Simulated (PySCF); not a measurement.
# NMR problem set

One conformer, fast rotation and ring inversion assumed for equivalent nuclei, relativity neglected, in vacuum. Coordinates at the GFN2-xTB level; PBE0/pcSseg-1 with gauge-including orbitals; PySCF.

Referencing at the same level of theory: TMS for ¹H (σ = 31.72 ppm), ¹³C (σ = 186.93 ppm). Splittings of carbon signals by F and P are missing where no couplings were computed. Where no couplings were computed, multiplicities follow the n + 1 count of equivalent neighbours, and m marks all less simple cases (inequivalent or close neighbours, rings, F or P nearby). Shifts are as computed. Against solution values, carbons near 30 ppm lie about +3 ppm off and those near 130 ppm about +5 ppm. Of 1211 compounds with measured shifts, 218 miss one by over three times the rms of a fit or turn the order of signals round; such compounds aren't used in these exercises.

(1) C4H13ClOSi2. ¹H NMR (500 MHz, computed): δ 3.83 (s, 3H), 3.40 (s, 3H), 1.27 (m, 1H), 1.09 (d, 3H), 1.02 (d, 3H). ¹³C{¹H} NMR (computed): δ 52.8 (CH3), 28.0 (CH), 19.6 (CH3), 18.3 (CH3). What is it?

(2) C6H5NP2. ¹H NMR (500 MHz, computed): δ 9.73 (m, 1H), 9.68 (m, 1H), 3.32 (m, 3H). ¹³C{¹H} NMR (computed): δ 189.7 (C), 169.8 (CH), 164.7 (CH), 149.2 (C), 123.7 (C), 31.1 (CH3). Identify the compound.

(3) C4H13ClOSi2. ¹H NMR (400 MHz, computed): δ 5.52 (s, 2H), 4.10 (q, 2H), 1.51 (s, 6H), 0.35 (t, 3H). ¹³C{¹H} NMR (computed): δ 72.0 (C), 30.3 (CH3), -10.0 (CH3). What is it?

## Answers

(1) SMILES [SiH3][Si@](OC)(Cl)C(C)C. The formula gives 0 degrees of unsaturation. 4 carbon signals for 4 carbons: no two carbons are equivalent. Carbon types of the structure: 1 × CH, 3 × CH3, leaving 3 H on heteroatoms. δC 52.8: methyl carbon bonded to O; deshielded by the electronegative neighbour. δC 19.6, 18.3: methyl carbon; aliphatic region, no heteroatom directly attached. δH 3.83: hydrogen on a methyl carbon bonded to O; its carbon carries O, hence the downfield position. δH 3.40: hydrogen on a silicon bonded to Si.

The shifts were computed for this structure.

(2) `InChI=1S/C6H5NP2/c1-5-6(4-7)9-3-2-8-5/h2-3H,1H3`. 6 carbon signals for 6 carbons: no two carbons are equivalent. Carbon types of the structure: 3 × C, 2 × CH, 1 × CH3, which accounts for all hydrogens. δC 189.7, 149.2: substituted aromatic carbon. δC 169.8, 164.7: aromatic CH. δC 123.7: nitrile carbon; this is the usual window of a C≡N carbon, which has no attached hydrogen. δH 9.73, 9.68: hydrogen on an aromatic CH; it sits in the deshielding region of the aromatic ring current.

The shifts were computed for this structure.

(3) `C[SiH2]C(C)(C)O[SiH2]Cl`. Rings plus π bonds: 0. 3 carbon signals for 4 carbons: some carbons are equivalent by symmetry or fast rotation. Carbon types of the structure: 1 × C, 3 × CH3, leaving 4 H on heteroatoms. δC 72.0: fully substituted sp3 carbon bonded to O and Si; deshielded by the electronegative neighbour. δC 30.3: methyl carbon; aliphatic region, no heteroatom directly attached. δC -10.0: methyl carbon bonded to Si; an electropositive neighbour leaves it electron-rich and shielded. δH 0.35: hydrogen on a methyl carbon bonded to Si; an electropositive neighbour shields it, as in TMS itself.

The shifts were computed for this structure.
